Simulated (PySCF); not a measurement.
PySCF 2.14 output of a UHF calculation on a single atom or ion in ANO-RCC-VTZP, with scalar relativity by spin-free X2C-1e:

```
SCF conv_tol = 1e-09
number electrons alpha = 40  beta = 40
cycle= 1 E= -19619.1867800482  delta_E= -3.64e-12  |g|= 9.73e-07  |ddm|= 9.02e-07
converged SCF energy = -19619.1867800482  <S^2> = 0  2S+1 = 1
```

The run itself started from symmetry-adapted Hartree-Fock orbitals and held the occupation by maximum overlap, so the iterations belong to that start.

Q: Which element, charge and spin multiplicity is this?

A: Hg (mercury, neutral), multiplicity 1; the state was [Xe] 4f14 5d10 6s2, closed-shell 1S.

Spin-orbit coupling, which splits the p, d and f shells strongly at this Z, is absent.
